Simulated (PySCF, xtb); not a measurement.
C5H5N, SMILES C#CC(N)=C=C. One conformer was computed; it need not be the lowest.

Harmonic wavenumbers (cm⁻¹) from GFN2-xTB (xtb 6.7.1) at its own minimum, in rising order: 109, 178, 197, 244, 289, 444, 473, 531, 580, 653, 670, 713, 778, 873, 982, 1032, 1259, 1320, 1452, 1502, 2056, 2256, 3025, 3035, 3394, 3431, 3483.

Q: What does B3LYP-D3(BJ)/def2-SVP (PySCF) give at its own minimum? (The exact figures need the calculation; the answer reports its results.)

A: 131, 187, 230, 294, 311, 516, 591, 601, 621, 654, 700, 716, 765, 904, 1000, 1075, 1295, 1342, 1477, 1613, 2052, 2215, 3079, 3153, 3472, 3532, 3637. Paired by order, the mean absolute difference is 49 cm⁻¹ and the zero-point energies are 50.0 and 51.7 kcal/mol.
